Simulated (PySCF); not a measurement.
Harmonic spectrum computed at PBE0 in the def2-TZVP basis family (core potentials from Rb on, PySCF, no spin–orbit coupling):

| symmetry | ω (cm⁻¹) | IR (km/mol, summed over degenerate members) |
| --- | --- | --- |
| πu | 141 | 70.2 |
| σg+ | 541 | 0.0 |
| σu+ | 645 | 103 |

**Question.** Which molecule gave it? In each, all ligands are bound to the one heavy central atom.
A. CuF₂ (doublet)
B. CdF₂ (singlet)
C. InF₂ (doublet)
D. TlF₂ (doublet)
E. SnF₂ (singlet)

**Answer.** B. It has D∞h symmetry with Cd–F 1.922 Å (×2).
